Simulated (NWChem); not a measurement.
System: CH$_{7}$BP$_{2}$; SMILES CB(P)P

Input file for NWChem:

```
start job
memory heap 200 mb stack 900 mb global 1100 mb
geometry units angstroms noautoz
  B      0.346141    -0.006841    -0.013918
  C      1.921599    -0.001303     0.079043
  H      2.348196    -0.924116     0.489988
  H      2.333398     0.849532     0.634873
  H      2.306107     0.085987    -0.950202
  P     -0.592783    -1.678092    -0.031720
  H      0.247902    -2.423892    -0.899418
  H     -1.633398    -1.428236    -0.962833
  P     -0.620318     1.629444     0.238117
  H     -1.657901     1.516628    -0.722596
  H      0.206755     2.519813    -0.496093
end
basis spherical
  * library def2-svp
end
dft
  xc xpbe96 cpbe96
  iterations 150
  mulliken
end
task dft energy
```

Geometry: optimised at B3LYP/6-31G* (spherical d).

### Question
Give the results of this calculation. (PBE/def2-SVP.) Quantities: energy (Ha); highest occupied level (eV); orbital gap (eV); dipole (D).

### Answer
* **energy (Ha)**: -749.18
* **highest occupied level (eV)**: -5.74
* **orbital gap (eV)**: 3.58
* **dipole (D)**: 1.72
